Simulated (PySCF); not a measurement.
C$_{4}$H$_{11}$BClN, singlet, at a GFN2-xTB geometry, with bond 8-4 at 1.8 times its length; CASSCF(4,5)/STO-3G (PySCF).

PySCF was given this input:
```python
from pyscf import gto, scf, mcscf
import numpy

mol = gto.Mole()
mol.atom = '''
    B    -0.003572   -0.361203    0.081828
    Cl    1.265805   -0.983497    1.115631
    C    -0.406090   -1.242642   -1.189930
    C     0.291847   -0.760340   -2.470330
    H    -1.485326   -1.242558   -1.360234
    H    -0.122734   -2.284824   -1.029086
    H     1.371543   -0.807518   -2.350612
    H    -0.195673    1.091697   -2.878092
    H     0.013447   -1.384340   -3.317255
    N    -0.565346    0.867298    0.393637
    C    -1.605753    1.508078   -0.382912
    C    -0.185973    1.686800    1.527621
    H    -2.475899    1.707691    0.248946
    H    -1.245816    2.461830   -0.779435
    H    -1.910333    0.877513   -1.210931
    H     0.181132    2.657523    1.183244
    H    -1.050504    1.853774    2.175994
    H     0.595901    1.195341    2.099222
'''
mol.basis = 'sto-3g'
mol.charge = 0
mol.spin = 0
mol.verbose = 4
mol.build()

mf = scf.RHF(mol)
mf.kernel()
mc = mcscf.CASSCF(mf, 5, 4)
mc.fix_spin_(ss=0.0)
mc.kernel()
occ = numpy.linalg.eigvalsh(mc.fcisolver.make_rdm1(mc.ci, mc.ncas, mc.nelecas))[::-1]
ss = mc.fcisolver.spin_square(mc.ci, mc.ncas, mc.nelecas)[0]
print('natural occupations', occ.round(4), ' <S^2>', round(ss, 4))
```

It wrote (shortened):

```
PySCF version 2.14.0

[INPUT] verbose = 4
[INPUT] num. atoms = 18
[INPUT] num. electrons = 64
[INPUT] charge = 0
[INPUT] spin (= nelec alpha-beta = 2S) = 0
[INPUT] symmetry False subgroup None
[INPUT] Mole.unit = angstrom
[INPUT] Symbol           X                Y                Z      unit          X                Y                Z       unit  Magmom
[...]
nuclear repulsion = 364.467998833921
number of shells = 34
number of NR pGTOs = 150
number of NR cGTOs = 50
basis = sto-3g
ecp = {}

******** <class 'pyscf.scf.hf.RHF'> ********
method = RHF
initial guess = minao
damping factor = 0
level_shift factor = 0
DIIS = <class 'pyscf.scf.diis.CDIIS'>
diis_start_cycle = 1
diis_space = 8
diis_damp = 0
SCF conv_tol = 1e-09
SCF conv_tol_grad = None
SCF max_cycles = 50
direct_scf = True
direct_scf_tol = 1e-13
Set gradient conv threshold to 3.16228e-05
Initial guess from minao.
init E= -689.41858815339
[...]
cycle= 1 E= -688.562278443721  delta_E= 0.856  |g|= 0.361  |ddm|= 4.95
[...]
cycle= 2 E= -688.621497160035  delta_E= -0.0592  |g|= 0.112  |ddm|= 0.723
[...]
cycle= 3 E= -688.626145804863  delta_E= -0.00465  |g|= 0.0414  |ddm|= 0.204
[...]
cycle= 4 E= -688.626854228913  delta_E= -0.000708  |g|= 0.00709  |ddm|= 0.0757
[...]
cycle= 5 E= -688.626879312517  delta_E= -2.51e-05  |g|= 0.00186  |ddm|= 0.014
[...]
cycle= 6 E= -688.626881524373  delta_E= -2.21e-06  |g|= 0.000677  |ddm|= 0.00411
[...]
cycle= 7 E= -688.626881771463  delta_E= -2.47e-07  |g|= 0.000139  |ddm|= 0.0014
[...]
cycle= 8 E= -688.626881789253  delta_E= -1.78e-08  |g|= 3.32e-05  |ddm|= 0.000433
[...]
cycle= 9 E= -688.626881790088  delta_E= -8.35e-10  |g|= 6.7e-06  |ddm|= 9.54e-05
[...]
Extra cycle  E= -688.626881790115  delta_E= -2.77e-11  |g|= 2.73e-06  |ddm|= 1.37e-05
converged SCF energy = -688.626881790115

******** <class 'pyscf.mcscf.mc1step.CASSCF'> ********
CAS (2e+2e, 5o), ncore = 30, nvir = 15
max_cycle_macro = 50
max_cycle_micro = 4
conv_tol = 1e-07
conv_tol_grad = None
orbital rotation max_stepsize = 0.02
orbital rotation threshold for CI restart = 0.01
augmented hessian ah_max_cycle = 30
augmented hessian ah_conv_tol = 1e-12
augmented hessian ah_linear dependence = 1e-14
augmented hessian ah_level shift = 1e-08
augmented hessian ah_start_tol = 2.5
augmented hessian ah_start_cycle = 3
augmented hessian ah_grad_trust_region = 3
kf_trust_region = 3
kf_interval = 4
ci_response_space = 4
ci_grad_trust_region = 3
with_dep4 0
natorb = False
canonicalization = True
sorting_mo_energy = False
ao2mo_level = 2
internal_rotation = False
******** <class 'pyscf.fci.addons.SpinPenaltyFCISolver'> ********
max. cycles = 50
conv_tol = 1e-08
davidson only = True
linear dependence = 1e-12
level shift = 0.001
max iter space = 12
nroots = 1
pspace_size = 400
spin = None
CASCI E = -688.705651194124  S^2 = 0.0000000
Set conv_tol_grad to 0.000316228
macro iter   1 ( 21 JK    4 micro), CASSCF E = -688.720897896443  dE = -1.52467023e-02  S^2 = 0.0000000
               |grad[o]|=0.0581  |grad[c]|=0.0298  |ddm|=0.0612  |maxRot[o]|=0.256
macro iter   2 ( 21 JK    4 micro), CASSCF E = -688.723729930967  dE = -2.83203452e-03  S^2 = 0.0000000
               |grad[o]|=0.0297  |grad[c]|=0.0162  |ddm|=0.00406  |maxRot[o]|=0.159
macro iter   3 ( 21 JK    4 micro), CASSCF E = -688.724907989644  dE = -1.17805868e-03  S^2 = 0.0000000
               |grad[o]|=0.0162  |grad[c]|=0.00991  |ddm|=0.00337  |maxRot[o]|=0.189
macro iter   4 ( 21 JK    4 micro), CASSCF E = -688.725154670486  dE = -2.46680843e-04  S^2 = 0.0000000
               |grad[o]|=0.00412  |grad[c]|=0.00139  |ddm|=0.000996  |maxRot[o]|=0.228
macro iter   5 ( 21 JK    4 micro), CASSCF E = -688.725207501389  dE = -5.28309026e-05  S^2 = 0.0000000
               |grad[o]|=0.00226  |grad[c]|=0.000385  |ddm|=0.000652  |maxRot[o]|=0.313
macro iter   6 ( 21 JK    4 micro), CASSCF E = -688.725301257338  dE = -9.37559487e-05  S^2 = 0.0000000
               |grad[o]|=0.00199  |grad[c]|=0.000898  |ddm|=0.0011  |maxRot[o]|=0.313
macro iter   7 ( 21 JK    4 micro), CASSCF E = -688.725450160413  dE = -1.48903075e-04  S^2 = 0.0000000
               |grad[o]|=0.00202  |grad[c]|=0.0016  |ddm|=0.00114  |maxRot[o]|=0.313
macro iter   8 ( 21 JK    4 micro), CASSCF E = -688.725580279183  dE = -1.30118770e-04  S^2 = 0.0000000
               |grad[o]|=0.00219  |grad[c]|=0.00182  |ddm|=0.00166  |maxRot[o]|=0.313
macro iter   9 ( 15 JK    4 micro), CASSCF E = -688.725616141122  dE = -3.58619388e-05  S^2 = 0.0000000
               |grad[o]|=0.00168  |grad[c]|=0.000865  |ddm|=0.00351  |maxRot[o]|=0.0402
macro iter  10 ( 13 JK    3 micro), CASSCF E = -688.725624992542  dE = -8.85142072e-06  S^2 = 0.0000000
               |grad[o]|=0.000624  |grad[c]|=0.000641  |ddm|=0.00179  |maxRot[o]|=0.013
macro iter  11 ( 11 JK    2 micro), CASSCF E = -688.725627635753  dE = -2.64321079e-06  S^2 = 0.0000000
               |grad[o]|=0.000295  |grad[c]|=0.000535  |ddm|=0.000994  |maxRot[o]|=0.00794
macro iter  12 (  9 JK    2 micro), CASSCF E = -688.725628579495  dE = -9.43742066e-07  S^2 = 0.0000000
               |grad[o]|=0.000218  |grad[c]|=0.00039  |ddm|=0.000718  |maxRot[o]|=0.00477
macro iter  13 (  3 JK    1 micro), CASSCF E = -688.725628753194  dE = -1.73699050e-07  S^2 = 0.0000000
               |grad[o]|=0.00014  |grad[c]|=0.000274  |ddm|=0.000178  |maxRot[o]|=0.00131
macro iter  14 (  4 JK    1 micro), CASSCF E = -688.725628919688  dE = -1.66494033e-07  S^2 = 0.0000000
               |grad[o]|=8.17e-05  |grad[c]|=0.000265  |ddm|=0.000209  |maxRot[o]|=0.00182
macro iter  15 (  5 JK    1 micro), CASSCF E = -688.725629017020  dE = -9.73312808e-08  S^2 = 0.0000000
               |grad[o]|=9.08e-05  |grad[c]|=0.000211  |ddm|=0.000175  |maxRot[o]|=0.00113
1-step CASSCF converged in  15 macro (228 JK  46 micro) steps
CASSCF canonicalization
Density matrix diagonal elements [1.97447307 1.72107122 0.27882351 0.02306325 0.00256895]
CASSCF energy = -688.725629017020
CASCI E = -688.725629017020  E(CI) = -3.29525071979276  S^2 = 0.0000000
natural occupations [1.9770e+00 1.7214e+00 2.7860e-01 2.1700e-02 1.3000e-03]  <S^2> 0.0
```
